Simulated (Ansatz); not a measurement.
Ansatz (a program for electronic structure) input (CCSD(T)/aug-cc-pVTZ):

Ansatz 0.2 input:
```yaml
crystal:
  periodic: [false, false, false]
  atoms:
    - {symbol: Ge, position_ang: [-0.00240866, -0.00173413, 1.02787132]}
    - {symbol: Br, position_ang: [1.02520451, -1.51961699, -0.47004929]}
    - {symbol: Br, position_ang: [-1.02300231, 1.52120248, -0.46971877]}
basis:
  gaussian:
    orbitals: aug-cc-pVTZ
magnetization: {spin_polarized: false}
correlation: {method: ccsd_t, electrons: outside_noble_gas}
output: {forces: true}
```

Output:

```
Functional definition: HF
integrals: 0.58 GiB planned
1141 factors; integrals over basis functions are off by at most 7.2e-4 eV
mean field: 1.50 GiB planned
mean field evaluation 1: about -196476.6780 eV, gradient 1.6e1 eV
mean field evaluation 2: about -196476.7062 eV, gradient 1.6e1 eV
mean field evaluation 4: about -196477.7889 eV, gradient 1.7e0 eV
mean field evaluation 8: about -196477.8176 eV, gradient 2.3e-1 eV
mean field evaluation 16: about -196477.8183 eV, gradient 2.0e-6 eV
mean field -196477.81827977 eV, -7220.4266443331 hartree, gradient 1.9e-6 eV, S^2 0.000000; 0 other end points of the search recorded, 0 dependent functions left out
42 core orbitals not correlated
reference -196477.81827977 eV, -7220.4266443331 hartree; 9, 9 occupied and 126, 126 virtual orbitals, 1141 factors
densities: 1.79 GiB planned
second order -11.30958248 eV of doubles, -0.00000000 eV of singles
coupled cluster: 0.96 GiB planned
cycle   1  -11.88452107 eV  change   -5.7e-1 eV  update   8.9e-2
cycle   2  -12.15616732 eV  change   -2.7e-1 eV  update   2.8e-2
cycle   3  -12.22868820 eV  change   -7.3e-2 eV  update   1.7e-2
cycle   4  -12.21859103 eV  change    1.0e-2 eV  update   4.9e-3
cycle   5  -12.21663984 eV  change    2.0e-3 eV  update   2.1e-3
cycle   6  -12.21701264 eV  change   -3.7e-4 eV  update   7.5e-4
cycle   7  -12.21693534 eV  change    7.7e-5 eV  update   2.7e-4
cycle   8  -12.21696083 eV  change   -2.5e-5 eV  update   8.0e-5
cycle   9  -12.21696153 eV  change   -7.0e-7 eV  update   2.4e-5
cycle  10  -12.21694713 eV  change    1.4e-5 eV  update   8.9e-6
cycle  11  -12.21695013 eV  change   -3.0e-6 eV  update   3.6e-6
perturbative correction -0.60368598 eV, -0.0221850505 hartree
the calculation of the forces begins
Total energy: -196490.63891588 eV, -7220.8977940198 hartree
Atom 0 at    -0.002409    -0.001734     1.027871 Å, force     0.000164     0.000118    -0.070031 eV/Å
Atom 1 at     1.025205    -1.519617    -0.470049 Å, force    -0.051893     0.076860     0.035024 eV/Å
Atom 2 at    -1.023002     1.521202    -0.469719 Å, force     0.051729    -0.076979     0.035007 eV/Å
Dipole moment:    -0.000896    -0.000645     0.382350 e Å
```
